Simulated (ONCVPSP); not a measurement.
What one change does to a pseudopotential (fluorine (F), ONCV)

* Element: F (Z = 9)
* Generator: ONCVPSP 4.0.1
* Type: optimised norm-conserving Vanderbilt (ONCV)
* Functional: PBE
* Relativity: scalar-relativistic
* Frozen core: [He]
* Valence charge: 7
* Reference configuration: 2s2 2p5
* Partial waves: 2s: rc 0.75 bohr, ncon 4, nbas 7, qcut 9.6 1/bohr, 3 projectors, debl 2.3 Ha; 2p: rc 1.65 bohr, ncon 4, nbas 8, qcut 8.5 1/bohr, 1 projector
* Local potential: polynomial inside 0.50 bohr (lpopt 2, dvloc0 0 Ha)
* Core correction: polynomial model core, fcfact 0.25

Change: s: qcut 12.4.

Cutoffs: the cutoffs (Ha) at which the residual kinetic energy of the hardest occupied pseudo-wave falls to 1 and 0.1 mHa per electron; they do not see the model core or the augmentation charge, which bear on the density cutoff. Errors are all-electron minus pseudo energies relative to the spin-unpolarised reference configuration.

Predict the effect on cutoff, ghosts and configuration errors.

The potential gets softer (74 Ha and 191 Ha → 58 Ha and 72 Ha); both files keep a bound ghost (s); the errors of the 4 common tests hardly move.

```tsv
quantity	base	changed
cutoff, loose	74 Ha	58 Ha
cutoff, tight	191 Ha	72 Ha
loose cutoff by channel	s 74 Ha, p 26 Ha	s 58 Ha, p 26 Ha
bound ghosts	s	s
GHOST(+) flags under 300 eV	none	none
error for 2s2 2p4, meV [ΔE 19.39 eV]	+44	+44
error for 2s2 2p3, meV [ΔE 57.77 eV]	+408	+408
error for 2s2 2p2, meV [ΔE 118.41 eV]	+1665	+1660
error for 2s2 2p1, meV [ΔE 204.21 eV]	+4653	+4653
s: phases at 0.76 bohr within 0.05 rad from the reference energy up to (Ha; the scan ends near 5)	to the end of the scan	to the end of the scan
p: phases at 1.68 bohr within 0.05 rad from the reference energy up to (Ha; the scan ends near 5)	0.9	0.9
rms error of d²Exc/dni dnj with the model core, mHa	1.63	1.54
```

 A true bound ghost makes a file unfit for plane-wave use even where its test errors are small: the radial tests pick states by their node count and pass the ghost by.
